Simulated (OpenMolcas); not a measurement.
# How methods differ on GaCNCl2 (SMILES N#[C][Ga]([Cl])[Cl])

The species is GaCNCl2 (5 atoms), meant as a singlet with charge 0. SMILES: `N#[C][Ga]([Cl])[Cl]`. The coordinates come from a PBE0-D4/def2-TZVP relaxation.

```jsonl
{"atom": "N", "x (Å)": "0.9096", "y (Å)": "-1.3181", "z (Å)": "1.9140"}
{"atom": "C", "x (Å)": "0.4935", "y (Å)": "-0.7150", "z (Å)": "1.0252"}
{"atom": "Ga", "x (Å)": "-0.1994", "y (Å)": "0.2887", "z (Å)": "-0.4557"}
{"atom": "Cl", "x (Å)": "-1.7355", "y (Å)": "-0.5262", "z (Å)": "-1.6432"}
{"atom": "Cl", "x (Å)": "0.5817", "y (Å)": "2.1970", "z (Å)": "-0.8818"}
```

Quantity: the energy change with the C2–Ga3 bond stretched from 1.918 to 2.494 Å, in eV. The values are calculated.

```csv
level,kind,program,value (eV),less CCSD(T)/cc-pVDZ,CPU time (all runs)
HF/cc-pVDZ (restricted),Hartree–Fock,OpenMolcas,1.44,+0.12,27 s
SVWN5/cc-pVDZ (restricted),LDA,OpenMolcas,1.41,+0.09,51 s
revPBE/cc-pVDZ (restricted),GGA,OpenMolcas,1.13,-0.19,70 s
TPSS/cc-pVDZ (restricted),meta-GGA,OpenMolcas,1.22,-0.10,97 s
B3LYP/cc-pVDZ (restricted),global hybrid,OpenMolcas,1.28,-0.04,68 s
M06-2X/cc-pVDZ (restricted),hybrid meta-GGA,OpenMolcas,1.34,+0.02,77 s
B2PLYP/cc-pVDZ (restricted),double hybrid,OpenMolcas,1.35,+0.03,53 s
MP2/cc-pVDZ (restricted),perturbation theory,OpenMolcas,1.41,+0.09,22 s
CCSD(T)/cc-pVDZ (restricted),coupled cluster or CI,OpenMolcas,1.32,0.00,3.3 min
```

CCSD(T)/cc-pVDZ (restricted) is the highest level here, not the true value. All-electron rows without a relativistic Hamiltonian named are non-relativistic. The first shape isn't each level's own minimum. The values span 1.13 to 1.44 eV. In the correlated wave-function rows the outer d shell of Ga is correlated, in sets not made for it. CPU times are rough (shared hosts, several kinds of processor): they show what a rung costs within a factor of a few.
